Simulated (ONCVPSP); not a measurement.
## Logarithmic derivatives: silicon, ONCV

- Element: silicon
- Generator: ONCVPSP 4.0.1
- Type: optimised norm-conserving Vanderbilt (ONCV)
- Functional: PBE
- Relativity: scalar-relativistic
- Frozen core: [Ne]
- Valence charge: 4
- Reference configuration: 3s2 (charge +2)
- Partial waves: 3s: rc 1.65 bohr, ncon 4, nbas 7, qcut 4.8 1/bohr, 1 projector; p scattering state at 0.07 Ha: rc 1.45 bohr, ncon 4, nbas 7, qcut 6.1 1/bohr, 2 projectors, debl 2.2 Ha; d scattering state at 0.03 Ha: rc 1.45 bohr, ncon 4, nbas 8, qcut 5.5 1/bohr, local
- Local potential: the d channel
- Core correction: Teter function, fcfact 5.75, rcfact 1.4

In the p channel the program set the typed energies aside and used 0.050, 2.250 Ha.

The phase is arctan(r·R′/R) of the radial function R(r), unwrapped; energies in Ha, scanned from -3 to 5 Ha. A pole is an energy at which the radial function vanishes at the test radius. The pseudo phase is shifted by a multiple of π to meet the all-electron one at the reference energy, and phase errors are pseudo minus all-electron; the curves can meet again beyond the range given. Levels narrower than the energy grid can be missing from the lists of poles.

| channel | radius (bohr) | reference energy (Ha) | poles, all-electron | poles, pseudo | unbroken range about the reference energy with phases within 0.05 rad | phase error 1 Ha above the reference energy (rad) |
| --- | --- | --- | --- | --- | --- | --- |
| s | 1.67 | -1.05 | 1.59 | 1.01, 3.95 | below 0.8 | -0.015 |
| p | 1.47 | 0.05 | 3.46 | 3.43 | -2.9 to 5.0 | -0.001 |
| d | 1.47 | 0.03 | 2.84 | 3.13 | below 3.6 | +0.007 |

Phases in the s channel:

| E (Ha) | all-electron | pseudo |
| --- | --- | --- |
| -2.98 | 1.033 | 1.016 |
| -2.54 | 0.883 | 0.864 |
| -2.10 | 0.610 | 0.590 |
| -1.66 | 0.097 | 0.084 |
| -1.22 | -0.559 | -0.560 |
| -0.78 | -0.993 | -0.995 |
| -0.34 | -1.222 | -1.231 |
| 0.10 | -1.354 | -1.373 |
| 0.54 | -1.441 | -1.474 |
| 0.98 | -1.503 | -1.563 |
| 1.42 | -1.554 | -1.678 |
| 1.86 | -1.598 | -2.001 |
| 2.30 | -1.640 | -4.066 |
| 2.74 | -1.684 | -4.511 |
| 3.18 | -1.735 | -4.620 |
| 3.62 | -1.801 | -4.679 |
| 4.06 | -1.897 | -4.722 |
| 4.50 | -2.064 | -4.760 |
| 4.94 | -2.421 | -4.798 |
